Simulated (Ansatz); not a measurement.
Geometry optimisation, Ansatz, RKS PBE0-D4/STO-3G.

Input file:

```yaml
crystal:
  periodic: [false, false, false]
  atoms:
    - { symbol: Al, position_ang: [-0.3127, 1.6183, -0.2839] }
    - { symbol: "N", position_ang: [-0.106, -0.606, -0.4328] }
    - { symbol: C, position_ang: [-0.8453, -1.4664, 0.4778] }
    - { symbol: H, position_ang: [-0.2986, 2.3789, -1.6226] }
    - { symbol: H, position_ang: [-1.2481, 2.0521, 0.858] }
    - { symbol: H, position_ang: [1.028, -0.1628, 0.1242] }
    - { symbol: S, position_ang: [2.1274, 1.169, 0.6141] }
    - { symbol: H, position_ang: [0.1699, -1.107, -1.2703] }
    - { symbol: H, position_ang: [-1.7534, -1.8416, -0.0001] }
    - { symbol: H, position_ang: [-1.1333, -0.88, 1.3521] }
    - { symbol: H, position_ang: [-0.2446, -2.3193, 0.8075] }
    - { symbol: H, position_ang: [2.6167, 1.1647, -0.6241] }
basis:
  gaussian: { orbitals: STO-3G }
hamiltonian:
  xc: pbe0
  dispersion: d4
relax:
  f_tol: 0.15
  max_steps: 25
  restrain:
    - { distance: [0, 6], at: 2.26, k: 30.0 }
    - { distance: [5, 1], at: 1.02, k: 30.0 }
    - { distance: [0, 1], at: 3.22, k: 30.0 }
    - { distance: [5, 6], at: 2.66, k: 30.0 }
output:
  orbitals: {}
```

Launched with:

```bash
$ ansatz run input.yaml --threads 1 --pin off --max-ram 2048MiB --backend cpu --events-out ev --progress --plain --runs-dir out
```

Question: Where does it end, and by what steps?

Answer: The forces met the threshold. The restraints hold the end off the free minimum. Limits of this set-up: minimal basis. After 8 steps the energy has fallen by 0.429 eV (the restraints' own energy left out); Al1 moved furthest, 0.78 Å. Parted: Al1–N2. Joined: N2–H6.

| step | energy less start (eV) | largest force component (eV/Å) | accepted |
| --- | --- | --- | --- |
| 0 | 0.0000 | 6.052 | yes |
| 1 | 0.1707 | 7.354 | yes |
| 2 | 0.2673 | 5.334 | yes |
| 3 | 0.3266 | 4.424 | yes |
| 4 | -0.0977 | 1.890 | yes |
| 5 | -0.2756 | 1.513 | yes |
| 6 | -0.3856 | 1.639 | yes |
| 7 | -0.4242 | 1.526 | yes |
| 8 | -0.4288 | 1.638 | yes |

```xyz
12
Properties=species:S:1:pos:R:3
Al 0.020 2.317 -0.214
N -0.097 -0.877 -0.390
C -0.899 -1.767 0.512
H -0.099 2.677 -1.664
H -1.059 2.510 0.805
H 0.812 -0.717 0.094
S 1.976 1.635 0.526
H 0.164 -1.475 -1.218
H -1.853 -2.012 0.020
H -1.120 -1.220 1.441
H -0.397 -2.714 0.785
H 2.552 1.644 -0.696
```

Run time: 24 s on 1 thread of Intel(R) Xeon(R) Platinum 8488C (Sapphire Rapids), on a shared host, peak memory 0.16 GiB.
